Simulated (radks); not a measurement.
Te2+, configuration [Kr] 4d10 5s1.5 5p2 6p0.5 (fractional occupations, a model configuration). Method: scalar-relativistic Kohn-Sham, r2SCAN, spin-polarised, spherical densities, finite nucleus; open shells are filled with parallel spins first (spin-orbit coupling, left out, can overturn this in heavy ions); meta-GGA in the generalised Kohn-Sham scheme; Fermi nuclear charge, rms radius 4.7423 fm; computed with a radial shooting solver on a logarithmic mesh with Libxc functionals.

Radial electron density D(r) = 4 pi r^2 rho(r):

r (bohr),D(r) (e/bohr),spin D(r)
0.001315,2.916,0.000416
0.001531,3.778,0.000538
0.001782,4.875,0.000694
0.002091,6.347,0.000902
0.002434,8.113,0.00115
0.002857,10.44,0.00148
0.003326,13.17,0.00186
0.003872,16.48,0.00232
0.004543,20.66,0.00291
0.005289,25.33,0.00356
0.006158,30.66,0.00430
0.007226,36.89,0.00517
0.008412,43.22,0.00608
0.009793,49.66,0.00704
0.01149,56.09,0.00809
0.01338,61.35,0.00915
0.0157,65.37,0.0104
0.01828,67.28,0.0119
0.02128,67.13,0.0140
0.02497,65.00,0.0174
0.02907,61.96,0.0224
0.03384,59.29,0.0297
0.03971,58.63,0.0400
0.04623,61.36,0.0515
0.05382,67.57,0.0621
0.06316,76.34,0.0680
0.07353,83.79,0.0634
0.08629,87.01,0.0449
0.1005,83.69,0.0179
0.1169,75.29,-0.00626
0.1372,65.62,-0.00912
0.1598,61.00,0.0232
0.186,63.25,0.0831
0.2183,69.73,0.138
0.2541,72.57,0.139
0.2982,65.91,0.0750
0.3471,51.20,0.00645
0.4041,35.05,0.0138
0.4742,24.53,0.141
0.5521,22.93,0.295
0.6427,25.61,0.334
0.7542,26.67,0.181
0.878,23.36,-0.0156
1.022,17.30,-0.0340
1.2,10.98,0.283
1.396,6.795,0.823
1.639,4.368,1.36
1.908,3.125,1.59
2.221,2.216,1.44
2.606,1.366,1.01
3.034,0.7279,0.582
3.532,0.3477,0.299
4.145,0.1933,0.182
4.826,0.1578,0.156
5.618,0.1335,0.133
6.592,0.08749,0.0875
7.675,0.04174,0.0417
9.006,0.01280,0.0128
10.48,0.002737,0.00274
12.21,0.0003746,0.000375

D(r) has 4 maxima, at r = 0.0195, 0.0863, 0.250, 0.725 bohr, and minima at 0.0379, 0.164, 0.530 bohr, inside which lie 1.98, 11.17, 29.00 electrons.
